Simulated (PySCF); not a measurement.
Level of theory: B3LYP-D3(BJ)/def2-TZVP // PBE-D3(BJ)/def2-SVP run with PySCF. Isolated molecules, 0 K electronic values unless said otherwise. B3LYP has the VWN-RPA correlation part, as in Gaussian. 

Reference species: [Hf(H)4] (neutral, multiplicity 1).

| Quantity | Result |
|---|---|
| coordination number | 4 |
| HOMO–LUMO gap | 5.91 eV |
| charge on the central atom (Mulliken) | 0.82 e |

After one change: the coordination number stays essentially unchanged; the HOMO–LUMO gap rises by 0.19 eV; the charge on the central atom (Mulliken) rises by 0.17 e.

Name the change that produced these shifts. The new species is one of these.
(A) [Hf(F)4]
(B) [Hf(F)2(H)2]
(C) [Hf(F)3(H)]
(D) [Hf(F)(H)3]

D, [Hf(F)(H)3]
